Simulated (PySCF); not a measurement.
Al(Cl)(OMe)(SeH) (CH4AlClOSe), SMILES [Cl][Al]([O]C)[SeH]. The structure is a stationary point at ωB97X-D3(BJ)/def2-SVP. The values are those of a single conformer.

Computed equilibrium geometry at ωB97X-D3(BJ)/def2-SVP (PySCF confirms it by a frequency run) as a Z-matrix, and its point group (one conformer of several):
point group Cs.
```
O
C 1 1.4003
H 2 1.1036 1 110.21
H 2 1.1036 3 107.84 1 120.35
H 2 1.1054 3 108.12 4 116.68
Al 1 1.6808 2 139.33 3 -120.54
Cl 6 2.0965 1 120.37 2 0.00
Se 6 2.2794 1 118.67 2 180.00
H 8 1.4671 6 91.23 1 180.00
```
Charge 0, spin multiplicity 1.
